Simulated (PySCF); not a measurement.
Molecule: `CCCCS[Si@H](C)Cl`, C5H13ClSSi.

Cartesian coordinates in Å; atom numbers follow the order of the lines, from 1:
```xyz
21

C    -3.4132    0.5015    0.2831
C    -2.3973   -0.6293    0.2838
C    -1.0501   -0.2184   -0.2975
C    -0.0391   -1.3490   -0.2723
S     1.5791   -0.9575   -1.0383
Si    2.2986    0.5894    0.2387
C     4.1286    0.7545   -0.0525
Cl    1.9276    0.0674    2.2237
H    -3.0559    1.3578    0.8773
H    -3.6032    0.8667   -0.7389
H    -4.3766    0.1809    0.7071
H    -2.7942   -1.4878   -0.2863
H    -2.2484   -0.9951    1.3149
H    -1.1742    0.1383   -1.3341
H    -0.6586    0.6387    0.2781
H    -0.4036   -2.2151   -0.8461
H     0.1493   -1.6904    0.7571
H     1.5911    1.8857    0.0442
H     4.6378   -0.1965    0.1612
H     4.5495    1.5372    0.5965
H     4.3233    1.0289   -1.1012
```

Geometry PBE0-D3(BJ)/def2-SVP throughout; GIAO in PySCF, gas phase, one conformer, non-relativistic; equivalent atoms averaged; functional PBE0.

For orientation, cc-pVDZ gives these absolute shieldings σ: C4 162.7, C2 169.5, C1 180.2, C7 194.1, S5 643.7, Si6 392.6, Cl8 963.4, H16 29.07, H13 30.11 ppm.

A run gave: C4 163.7, C2 170.0, C1 178.6, C7 192.1, S5 635.9, Si6 375.1, Cl8 958.9, H16 29.66, H13 30.61 ppm (absolute shieldings σ).

Task: Which basis set was used in that run?
A. pcSseg-1
B. 6-31G*
C. aug-cc-pVDZ
D. STO-3G
E. def2-SVP

Result: B. H16 tells them apart best: 6-31G* gives 29.66, STO-3G gives 31.56, pcSseg-1 gives 28.98, def2-SVP gives 29.24, aug-cc-pVDZ gives 29.03 ppm.
